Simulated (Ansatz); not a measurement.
Geometry optimisation, Ansatz, RKS B3LYP-D4/def2-SVP.

input.yaml

```yaml
crystal:
  periodic: [false, false, false]
  atoms:
    - { symbol: Si, position_ang: [0.0, 0.0, 0.0] }
    - { symbol: H, position_ang: [0.0, 0.0, 1.46] }
    - { symbol: "N", position_ang: [1.7163, 0.0, -0.6061] }
    - { symbol: H, position_ang: [2.2145, -0.918, -0.7868] }
    - { symbol: H, position_ang: [2.2175, 0.918, -0.7783] }
    - { symbol: C, position_ang: [-0.8808, 1.5259, -0.6227] }
    - { symbol: H, position_ang: [-1.9334, 1.2723, -0.8671] }
    - { symbol: H, position_ang: [-0.8624, 2.3106, 0.1622] }
    - { symbol: H, position_ang: [-0.3704, 1.9025, -1.5336] }
    - { symbol: C, position_ang: [-0.8808, -1.5259, -0.6227] }
    - { symbol: H, position_ang: [-1.3804, -2.0377, 0.2261] }
    - { symbol: H, position_ang: [-1.6409, -1.2332, -1.3768] }
    - { symbol: H, position_ang: [-0.1449, -2.2146, -1.0879] }
basis:
  gaussian: { orbitals: def2-SVP }
hamiltonian:
  xc: b3lyp
  dispersion: d4
relax:
  f_tol: 0.02
  max_steps: 40
```

Run as:

```bash
$ ansatz run input.yaml --threads 4 --pin off --max-ram 5120MiB --backend cpu --events-out ev --progress --plain --runs-dir out
```

Q: Where does it end, and by what steps?

A: It converged. After 11 steps the energy has fallen by 0.432 eV; H12 moved furthest, 0.90 Å.

| step | energy less start (eV) | largest force component (eV/Å) | accepted |
| --- | --- | --- | --- |
| 0 | 0.0000 | 2.034 | yes |
| 1 | -0.2731 | 1.166 | yes |
| 2 | -0.3507 | 0.411 | yes |
| 3 | -0.3912 | 0.151 | yes |
| 4 | -0.3951 | 0.595 | yes |
| 5 | -0.4274 | 0.056 | yes |
| 6 | -0.4267 | 0.309 | no |
| 7 | -0.4302 | 0.037 | yes |
| 8 | -0.4312 | 0.111 | yes |
| 9 | -0.4277 | 0.190 | no |
| 10 | -0.4324 | 0.047 | yes |
| 11 | -0.4325 | 0.004 | yes |

```xyz
13
Properties=species:S:1:pos:R:3
Si 0.033 -0.023 -0.058
H 0.053 -0.119 1.444
N 1.613 0.072 -0.794
H 2.219 -0.743 -0.750
H 2.167 0.912 -0.648
C -0.908 1.540 -0.517
H -1.922 1.528 -0.084
H -0.399 2.443 -0.140
H -1.000 1.635 -1.611
C -0.816 -1.568 -0.717
H -1.824 -1.674 -0.284
H -0.911 -1.524 -1.814
H -0.250 -2.479 -0.461
```

Whether the end is a true minimum wasn't checked by a vibrational analysis.

Run time: 18 s on 4 threads of Arm Neoverse V2 (shared host), peak memory 0.22 GiB.
